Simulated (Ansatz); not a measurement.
Isolated molecules relaxed with PBE0-D4/def2-TZVP in Ansatz; ΔE leaves out vibrations. CCSD(T)/CBS is the MP2 limit (def2-TZVPP, def2-QZVPP) plus CCSD(T) − MP2 in def2-TZVPP, frozen cores. This one scheme is used for every species. Functionals use def2-TZVPP. HSE06 is defined as in plane-wave codes. Each species was taken in one conformer, which may not be the lowest.

Reaction (ligand exchange at a B–N bond): `NB(Cl)Cl` + `O[SiH3]` → `[SiH3]OB(Cl)Cl` + NH₃

`NB(Cl)Cl`:

Z-matrix (Å, degrees):
```
N
B 1 1.384
H 1 1.005 2 122.3
H 1 1.005 2 122.3 3 180.0
Cl 2 1.761 1 120.3 3 -180.0
Cl 2 1.761 1 120.3 3 0.0
```

`O[SiH3]`:

Z-matrix (Å, degrees):
```
Si
O 1 1.648
H 1 1.489 2 111.7
H 1 1.489 2 111.7 3 120.9
H 1 1.481 2 105.9 3 -119.6
H 2 0.957 1 117.9 3 -60.5
```

`[SiH3]OB(Cl)Cl`:

Cartesian coordinates in Å:
```
Si -0.132 0.440 1.181
O 0.054 -0.730 0.006
B 0.162 -0.676 -1.321
Cl 0.119 0.865 -2.179
Cl 0.349 -2.151 -2.244
H 1.028 1.360 1.148
H -0.187 -0.289 2.466
H -1.393 1.180 0.942
```

NH₃:

```xyz
4

N     0.194    0.169    0.116
H    -0.737    0.371    0.461
H     0.165    0.268   -0.891
H     0.378   -0.807    0.314
```

| level | ΔE (kcal/mol) | difference from CCSD(T)/CBS |
| --- | --- | --- |
| LDA (SPW92) | -0.3 | 2.3 |
| r2SCAN0-D4 | -2.0 | 0.6 |
| HSE06-D4 | -1.4 | 1.2 |
| ωB97X-V | -2.1 | 0.5 |
| BLYP | -1.4 | 1.2 |
| PBE0 | -0.7 | 1.9 |
| RPA@PBE/def2-TZVPP | -3.1 | -0.5 |
| MP2/def2-SVP | -3.4 | -0.8 |
| HF/def2-TZVPP | -2.7 | -0.1 |
| SCS-MP2/def2-QZVPP | -2.4 | 0.2 |
| CCSD(T)/CBS | -2.6 | 0 |

Largest T1 diagnostic among the species: 0.012.

Leaving LDA and LC-ωPBE aside and taking each functional with its dispersion term where it has one, the values, not all of them listed here, spread over 1.6 kcal/mol, from BHLYP-D4 to HSE06-D4. The D4 term adds −1.2 kcal/mol with B3LYP and −0.7 kcal/mol with PBE0; it sums over pairs of atoms, weighted by their polarisabilities, and B3LYP, whose exchange is more repulsive, gets the larger term. At CCSD(T), def2-SVP lies −1.3 kcal/mol from the extrapolated value and def2-TZVPP −0.1 kcal/mol.

B3LYP here is the variant with VWN-RPA as its local correlation; programs differ in this.
